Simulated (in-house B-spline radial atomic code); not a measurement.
**RPA and G0W0 on PBEsol: Br III (Br2+)**

Configuration [Ar] 3d10 4s2 4p3, highest spin, mean-field start PBEsol. Computed with an all-electron radial atomic-structure program (B-spline basis): all electrons, scalar-relativistic (spin-free one-electron X2C), finite nucleus, each spin shell either full or empty, empty states to l = 9 with an (l + 1/2)⁻⁴ tail; G0W0 by contour deformation at full frequency.

Command:
```bash
python run_gw.py task.json out
```
Settings (radii: box in bohr, nucleus in fm):
```
Z                        35
electrons                33
configuration            [Ar] 3d10 4s2 4p3
hamiltonian              x2c
method                   pbesol
lmax                     9
rms_radius               4.1629
spin_polarised           True
box_radius               17.55
intervals                70
```

Cost of the run: 3 s on 1 thread of Intel(R) Xeon(R) Platinum 8488C (shared host).

Energies (hartree):

```json
{"term": "mean-field total", "value": "-2602.98594"}
{"term": "Hartree-Fock functional on these orbitals", "value": "-2603.33596"}
{"term": "direct second order", "value": "-2.8408"}
{"term": "second-order exchange", "value": "0.83111"}
{"term": "SOSEX correction", "value": "0.76156"}
```

Task: What is the RPA correlation energy, and what remains with SOSEX?

Result: RPA gives -2.4531 hartree (-2.02 eV per electron); RPA + SOSEX gives -1.6916, and the second-order doubles -2.0097 hartree (no singles). RPA lacks exchange-type terms and so overcorrelates at short range.

Quasi-particle levels (eV):

```csv
level,occupied,mean field,Σx - vxc,Σc,QP weight,G0W0
4p up,yes,-29.420,-5.70,?,?,?
4s down,yes,-39.79,-3.61,-2.12,0.922,-45.52
4p down,no,-26.150,7.15,-2.81,0.929,-21.814
```

G0W0 = mean field + (Σx - vxc) + Σc, with Σc (partial-wave tail included) taken at the quasi-particle energy. Only the outer levels were computed. Levels of low weight are left out.

Task: Where does G0W0 put 4p up?

Result: At -35.32 eV, with Σc = -0.20 eV and a quasi-particle weight of 0.926. The tabulated removal energy is 34.871 ± 0.019 eV (NIST, measured); the calculation leaves out spin-orbit coupling, Breit and QED terms, and what these don't explain is the method's own error.
